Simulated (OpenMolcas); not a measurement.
**Lines of Fe+: computed and rescaled rates**

```
Program             : OpenMolcas
Method              : MS-CASPT2, IPEA 0.25 Eh, imaginary shift 0.1 Eh (closed shells correlated: 3s 3p)
Basis               : ANO-RCC-VTZP [6s5p3d2f1g]
Scalar Hamiltonian  : DKH2, point nucleus
Active space        : 7 electrons in 6 orbitals (3d 4s)
State averaging     : 2S+1 = 6 even, 6 roots; 2S+1 = 4 even, 35 roots; 2S+1 = 2 even, 58 roots
Spin-orbit coupling : state interaction with AMFI integrals over the reference wave functions, term energies averaged over their components
```

Rates come from the transition moments of the reference wave functions (E1 and E2 in the length form). At fixed line strength A goes as λ^-3 for E1 and M1 and as λ^-5 for E2, so a rate at the computed wavelength can be rescaled to the measured one. Measured vacuum wavelengths follow from level energies in NIST Handbook of Basic Atomic Spectroscopic Data. Branching counts decays inside the model space alone, at computed energies, and the table is only a selection of the E2 and M1 lines, drawn from those between levels with measured partners whose computed energy lies within a factor of 1.5 of the measured one.

```tsv
Upper	Lower	Type	λ computed (nm)	λ measured (nm)	A computed (s-1)	A rescaled (s-1)	Branching %
3d⁶ 4s ⁶D_1/2	3d⁶ 4s ⁶D_3/2	M1	85260	87380	2.04e-04	1.90e-04	100.0
3d⁶ 4s ⁴H_11/2	3d⁶ 4s ⁴H_13/2	M1	66610	55940	1.22e-04	2.06e-04	90.6
3d⁶ 4s ⁶D_3/2	3d⁶ 4s ⁶D_5/2	M1	49880	51300	7.85e-04	7.22e-04	100.0
3d⁶ 4s ⁶D_5/2	3d⁶ 4s ⁶D_7/2	M1	34290	35350	1.73e-03	1.58e-03	100.0
3d⁶ 4s ⁶D_7/2	3d⁶ 4s ⁶D_9/2	M1	25320	25990	2.32e-03	2.15e-03	100.0
3d⁶ 4s ⁴G_11/2 [74 %]	3d⁶ 4s ⁴H_11/2	M1	2424	2501	1.03e-02		26.5
3d⁶ 4s ⁴G_11/2 [74 %]	3d⁶ 4s ⁴H_13/2	M1	2339	2394	1.57e-02		40.2
3d⁶ 4s ⁴G_9/2	3d⁶ 4s ⁴H_9/2	M1	2279	2368	1.71e-02		35.4
3d⁶ 4s ⁴G_7/2	3d⁶ 4s ⁴H_7/2	M1	2242	2342	2.14e-02		30.9
3d⁶ 4s ⁴G_5/2	3d⁶ 4s ⁴H_7/2	M1	2210	2302	3.40e-02		40.2
3d⁶ 4s ²H_9/2	3d⁶ 4s ⁴H_7/2	M1	2155	2155	1.91e-03		20.0
3d⁶ 4s ²H_9/2	3d⁶ 4s ⁴H_9/2	M1	2102	2096	3.13e-03		32.9
3d⁶ 4s ²H_11/2 [74 %]	3d⁶ 4s ⁴H_13/2	M1	2041	2033	1.90e-02		61.6
3d⁵ 4s² ⁶S_5/2	3d⁶ 4s ⁶D_5/2	E2	589.1	441.5	1.31e-01	5.54e-01	18.5
3d⁵ 4s² ⁶S_5/2	3d⁶ 4s ⁶D_7/2	E2	579.2	436.1	1.90e-01	7.85e-01	26.8
3d⁵ 4s² ⁶S_5/2	3d⁶ 4s ⁶D_9/2	E2	566.2	428.9	2.65e-01	1.06e+00	37.5
3d⁶ 4s ⁴H_13/2	3d⁶ 4s ⁶D_9/2	E2	480.5	470.6	1.37e-05		100.0
3d⁶ 4s ⁴H_7/2	3d⁶ 4s ⁶D_7/2	M1	480.5	468.9	9.91e-04		57.6
3d⁶ 4s ⁴H_9/2	3d⁶ 4s ⁶D_9/2	M1	474.1	463.4	2.51e-03		80.7
```

Spin-changing lines and M1 lines between different terms are not rescaled, since their strength hangs on the term gaps too.

The largest correction is for 3d⁵ 4s² ⁶S_5/2 → 3d⁶ 4s ⁶D_5/2 (E2): 1.31e-01 × (589.1 / 441.5)^5 = 5.54e-01 s-1, a factor of 4.23.

The computed order of these levels differs from the measured one in 2 places, and where term gaps are wrong the rates of spin-changing lines can be off by large factors.

These are rates of the free ion; in crystals, glasses and complexes forced electric-dipole and non-radiative decay shorten such lifetimes by orders of magnitude. No measured rate stands beside these. Rescaling mends the energy factor alone: line strengths can still be far off where a level mixes with configurations outside the active space, and weak or spin-changing lines hang on small mixing coefficients that depend on the term gaps too, so rescaling need not improve them.

CASPT2 does not keep the components of a term degenerate, so their means are used; among the terms shown or strongly mixed into the levels shown the widest spread is 340 cm-1 (3d⁶ 4s ²H). Over all roots computed the reference weight is 0.88 to 0.94; the roots of lowest weight are the least certain, and an intruder state may touch them. Some levels mix across a computed gap that differs much from the measured one, so their mixing is not that of the real levels. A single d shell beside an s shell can misplace configurations of different d count against each other. The CASPT2 spread within a term exceeds the gap to the next term for 3d⁶ 4s ⁴G and 3d⁶ 4s ²H, so the order of their levels is uncertain, and so are names and mixing where such terms share a J. No level of 3d⁷ was computed, though it lies in the active space. Measured partners are found by configuration, term and J. A level has none where our copy of the source lacks it or the pairing is in doubt (some pairs that miss far off the trend of their configuration count as doubtful). Only configurations of the active space appear.

A share in square brackets marks a mixed level and gives the weight of the term that names it.
